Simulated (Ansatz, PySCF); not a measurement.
C₃H₃, charge +1, multiplicity 1. Atoms are numbered in the order given.

```xyz
6

C      0.0000     0.0000    -1.2363
C      0.0000     0.0000     0.1048
C      0.0000     0.0000     1.3286
H      0.0000     0.9363    -1.7925
H      0.0000    -0.9363    -1.7925
H      0.0000     0.0000     2.4025
```
Charge +1, spin multiplicity 1.

The structure is a stationary point at B3LYP-D3(BJ)/def2-TZVP.

Vertical ionisation energy (IE) and electron affinity (EA) in eV. Rows of orbital energies are one-electron estimates. Where ΔSCF, EOM or ADC give a negative EA the extra electron is unbound and the value depends on the basis.

```csv
level,IE,EA
"−ε(HOMO), −ε(LUMO), M06-2X/def2-TZVPD (PySCF)",16.67,10.10
"−ε(HOMO), −ε(LUMO), PBE/def2-TZVPD (PySCF)",14.19,12.13
ADC(2)/aug-cc-pVDZ (PySCF),17.63,8.77
"ΔSCF, PBE0/def2-TZVPD (Ansatz), final states of multiplicity 2 and 2",18.02,8.73
"ΔSCF, PBE/def2-TZVPD (Ansatz), final states of multiplicity 2 and 2",18.09,8.61
```

Q: What vertical singlet–triplet gap does ΔSCF give with PBE0/def2-TZVPD (Ansatz, a quantum-chemistry and plane-wave program) and with PBE/def2-TZVPD (Ansatz)? (Estimate from the structure and the level; the computed values follow.)

A: 1.63 and 1.77 eV (triplet above singlet where positive).

Computed lowest 1s main lines (those of the lightest heavy element) from CVS-ADC(2)-x/aug-cc-pVDZ (PySCF, non-relativistic), with pole strengths:
299.7 eV (1.50), 300.8 eV (1.41), 301.7 eV (1.37).

Q: Beyond the first one, list the lowest photoelectron lines from ADC(2)/aug-cc-pVDZ in PySCF with their pole strengths (two spins summed). (The exact figures need the calculation; the answer reports its results.)

A: 19.21 eV (1.80), 22.73 eV (1.70), 23.39 eV (1.73), 24.74 eV (1.69).
